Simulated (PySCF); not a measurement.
**Working out the ionisation energy of Tl**

Tl [Xe] 4f14 5d10 6s2 6p1 (2P) → Tl⁺ [Xe] 4f14 5d10 6s2 (1S). All numbers are calculated (PySCF 2.14, a scalar-relativistic core potential, in def2-TZVPPD with the def2 core potential (60 electrons) (7s5p4d2f, 56 functions)). Frozen: 5s2 5p6 5d10. Energies in hartree (1 hartree = 27.21139 eV):

```tsv
part	Tl (lower)	Tl⁺ (upper)
UHF	-171.515042	-171.330915
CCSD correlation	-0.035264	-0.027518
(T)	-0.000489	0.000000
```

Q: What does Hartree-Fock give?

A: (-171.330915) − (-171.515042) = 0.184127 hartree = 5.010 eV.

Q: What do CCSD and CCSD(T) give?

A: The CCSD correlation energies differ by 0.007746 hartree = 0.211 eV and the triples by 0.000489 hartree = 0.013 eV, so CCSD gives 5.221 eV and CCSD(T) 5.234 eV.

Measured between the centres of the two terms (NIST): 5.464 eV, so CCSD(T) (valence) is off by -0.230 eV.

What remains against the reference includes basis incompleteness, the frozen core and higher excitations.
